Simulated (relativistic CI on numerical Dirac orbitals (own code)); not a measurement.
# Lu⁴⁴⁺: computed level list

These numbers are calculated, not measured: Dirac-Coulomb-Breit CI, orbitals from a KLI potential per configuration, model QED (radiative potential, 1s self-energy scaled to tabulated hydrogen-like ionisation energies), unscaled Slater integrals (own radial code, finite nucleus).

CI space (outside the closed core [Ne]): 3s²3p⁶3d⁹, 3s²3p⁵3d¹⁰, 3s3p⁶3d¹⁰, 3s²3p⁶3d⁸4s, 3s²3p⁶3d⁸4p, 3s²3p⁴3d¹⁰4s, 3s²3p⁶3d⁸4d, 3s²3p⁴3d¹⁰4p, 3s²3p⁵3d⁹4s, 3s²3p⁶3d⁸4f, 3s²3p⁴3d¹⁰4d, 3s3p⁵3d¹⁰4s, 3s²3p⁵3d⁹4p, 3s3p⁵3d¹⁰4p, 3s²3p⁶3d⁷4s², 3s²3p⁵3d⁹4d. Levels of other configurations are missing.

The lowest level is 3s²3p⁶3d⁹ ²D5/2, with 100 % of that term; Hund's rules for 3s²3p⁶3d⁹ give ²D with J = 5/2, in agreement.

```
No.  Configuration  Term    J   E (eV)    %  Landé g         jj configuration (%)
  1      3s²3p⁶3d⁹    ²D  5/2     0.00  100    1.191                3d5/2^5 (100)
  2      3s²3p⁶3d⁹    ²D  3/2    54.47  100    0.789        3d3/2^3 3d5/2^6 (100)
  3     3s²3p⁵3d¹⁰   ²P°  3/2   416.02  100    1.323                3p3/2^3 (100)
  4     3s²3p⁵3d¹⁰   ²P°  1/2   667.75  100    0.651          3p1/2 3p3/2^4 (100)
  5      3s3p⁶3d¹⁰    ²S  1/2   891.38  100    1.988                     3s (100)
  6      3d⁸(3F)4s    ⁴F  9/2  1435.21   88    1.298              3d5/2^4 4s (99)
  7      3d⁸(3F)4s    ²F  7/2  1438.12   62    1.124              3d5/2^4 4s (99)
  8      3d⁸(1D)4s    ²D  5/2  1444.61   48    1.339             3d5/2^4 4s (100)
  9      3d⁸(1D)4s    ²D  3/2  1445.94   51    0.985              3d5/2^4 4s (99)
 10      3d⁸(1S)4s    ²S  1/2  1463.21   47    2.047              3d5/2^4 4s (98)
 11      3d⁸(3F)4s    ⁴F  7/2  1488.92   73    1.203     3d3/2^3 3d5/2^5 4s (100)
 12      3d⁸(3F)4s    ⁴F  5/2  1489.59   65    0.966     3d3/2^3 3d5/2^5 4s (100)
 13      3d⁸(3P)4s    ⁴P  5/2  1497.91   49    1.288      3d3/2^3 3d5/2^5 4s (99)
 14      3d⁸(3P)4s    ⁴P  3/2  1498.54   31    1.095      3d3/2^3 3d5/2^5 4s (98)
 15      3d⁸(3P)4s    ⁴P  3/2  1502.75   60    1.534      3d3/2^3 3d5/2^5 4s (99)
 16      3d⁸(1G)4s    ²G  9/2  1503.44   88    1.128      3d3/2^3 3d5/2^5 4s (99)
 17      3d⁸(1G)4s    ²G  7/2  1503.97   87    0.913      3d3/2^3 3d5/2^5 4s (99)
 18      3d⁸(3P)4s    ²P  1/2  1504.64   68    1.301     3d3/2^3 3d5/2^5 4s (100)
 19      3d⁸(3F)4p   ⁴D°  7/2  1523.82   49    1.279           3d5/2^4 4p1/2 (98)
 20      3d⁸(3F)4p   ²G°  9/2  1525.44   41    1.148           3d5/2^4 4p1/2 (99)
 21      3d⁸(1D)4p   ²D°  3/2  1532.82   31    1.255           3d5/2^4 4p1/2 (99)
 22      3d⁸(1D)4p   ²F°  5/2  1533.62   40    1.070           3d5/2^4 4p1/2 (99)
 23      3d⁸(3F)4s    ⁴F  3/2  1548.21   56    0.612      3d3/2^2 3d5/2^6 4s (98)
 24      3d⁸(3F)4s    ²F  5/2  1549.31   35    1.055      3d3/2^2 3d5/2^6 4s (99)
 25      3d⁸(1S)4p   ²P°  1/2  1551.18   59    0.665           3d5/2^4 4p1/2 (97)
 26      3d⁸(1S)4s    ²S  1/2  1572.06   53    1.967      3d3/2^2 3d5/2^6 4s (98)
 27      3d⁸(3F)4p   ⁴G°  7/2  1577.64   56    1.011  3d3/2^3 3d5/2^5 4p1/2 (100)
 28      3d⁸(3F)4p   ⁴F°  5/2  1578.06   39    1.118   3d3/2^3 3d5/2^5 4p1/2 (99)
 29      3d⁸(3P)4p   ⁴D°  3/2  1586.12   24    1.187   3d3/2^3 3d5/2^5 4p1/2 (98)
 30      3d⁸(3P)4p   ²D°  5/2  1587.59   25    1.067   3d3/2^3 3d5/2^5 4p1/2 (98)
```

Energies count from the lowest computed level; ° marks odd parity. Percentages are summed over parent terms; the parents shown are those of the largest component, closed shells are left out there. Filled j subshells are mostly left out of the jj labels.

The mean weight of the leading LS term, summed over parents, in these 30 levels is 61 %, and that of the leading jj configuration (from the same eigenvectors) 99 %, so jj coupling describes them better and the LS labels are nominal.

At this charge energies of transitions that change n are usually good to better than 1 %, and those within a shell (Δn = 0) to a few per cent.

LS names give the leading component of a level, which can be under half, so a name can repeat, a term be missing and a line seem to break the LS rules.
